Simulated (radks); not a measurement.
Results of a calculation; reference values are marked as such.
Task: The table gives one normalised radial function P(r) = r R(r) of N+ in [He] 2s2 2p2 (r in bohr). Code: a radial shooting solver on a logarithmic mesh with Libxc functionals. Model: scalar-relativistic Kohn-Sham, PBE, spin-polarised, spherical densities, point nucleus; open shells are filled with parallel spins first; hard spherical wall at 7 bohr.

r,P
0.02153,0.0608
0.02673,0.0727
0.03317,0.0861
0.04117,0.1007
0.0515,0.1165
0.06392,0.1315
0.07933,0.1446
0.09925,0.1539
0.1232,0.1556
0.1529,0.1466
0.1913,0.1218
0.2374,0.0798
0.2946,0.0186
0.3656,-0.0595
0.4574,-0.1506
0.5677,-0.2342
0.7046,-0.2932
0.8815,-0.3033
1.094,-0.2438
1.358,-0.1096
1.699,0.0931
2.108,0.3119
2.617,0.5008
3.248,0.6016
4.063,0.5657
5.043,0.3993
6.258,0.1499

Which n and l does it have? It may be an empty orbital.

Result: n = 3, l = 0: the number of nodes gives n - l - 1 = 2, the rise at small r (about r^(l+1)) gives l, and the extent must fit the shell. The curve is that of 3s up; the table hardly tells the two spins apart. 3s up (empty): eigenvalue -5.253 eV, 2 radial nodes at r = 0.311, 1.54 bohr, <r> = 3.59 bohr, 90 % of the charge inside 5.07 bohr.
